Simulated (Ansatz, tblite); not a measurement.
Forces on TaSe2⁺ at its r2SCAN-D4/def2-TZVP geometry. Total charge 1; singlet.

In the def2 sets Ta takes a core potential; there is no spin–orbit coupling. The xTB rows come from tblite. The restricted singlet is unstable towards broken spin symmetry in Hartree–Fock (as tested in another run); at PBE-D4/def2-TZVP this wasn't settled. No other spin state of charge 1 was run. Another isomer (singlet) lies 1.28 eV lower at PBE0-D4/def2-TZVP; other spin states weren't run for this one.

GFN1-xTB (tblite), largest force 0.40 eV/Å:

```xyz
3
positions Å, forces eV/Å
Ta   -1.321   -0.388    0.060   -0.380   -0.112    0.018
Se    0.436    0.807   -1.008    0.161    0.137   -0.138
Se    0.885   -0.419    0.949    0.220   -0.025    0.121
```

GFN2-xTB (tblite), largest force 3.62 eV/Å:

```
Ta -3.470 -1.018 0.157
Se 1.533 1.061 -0.960
Se 1.936 -0.043 0.802
```

PBE-D4/def2-TZVP (Ansatz), largest force 0.35 eV/Å:

```
Ta -0.332 -0.098 0.015
Se 0.110 0.202 -0.252
Se 0.222 -0.105 0.237
```
